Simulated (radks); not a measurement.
Results of a calculation; reference values are marked as such.
Species: V+. Configuration: [Ar] 3d1 4s1 4p2 (not the ground configuration).

Code: a radial shooting solver on a logarithmic mesh with Libxc functionals. Model: Dirac Kohn-Sham, PBE, spin-unpolarised, spherical densities, point nucleus; open shells fill j = l - 1/2 first.

Energy parts (eV):
part                      energy
total                 -25796.124
kinetic                26075.797
electron-nucleus      -60974.589
Hartree                10309.499
exchange-correlation   -1206.831

Orbitals (lengths in bohr, moments of r in powers of bohr; r(90%) holds 90 % of the orbital's charge):
orbital  occ.  eigenvalue (eV)     <r^2>  r(90%)  small-component weight
1s1/2       2        -5387.248  0.005937   0.119                6.80e-03
2s1/2       2        -628.0080    0.1122   0.479                1.20e-03
2p1/2       2        -533.0896   0.09144   0.448                1.18e-03
2p3/2       4        -526.0018   0.09317   0.452                1.17e-03
3s1/2       2         -92.7373    0.9875    1.38                2.64e-04
3p1/2       2         -66.5926     1.108    1.49                2.34e-04
3p3/2       4         -65.6953     1.125    1.50                2.31e-04
3d3/2       1         -25.3175     1.609    1.88                1.58e-04
3d5/2       0         -25.2255     1.616    1.89                1.57e-04
4s1/2       1         -15.3175     8.056    3.90                4.38e-05
4p1/2       2         -10.1639     11.19    4.63                3.26e-05
4p3/2       0         -10.0754     11.32    4.66                3.23e-05

The highest occupied level is 4p1/2 at -10.164 eV. The configuration is held as typed, so some empty levels lie below it. The density falls to 0.001 e/bohr^3 at r = 4.66 bohr.
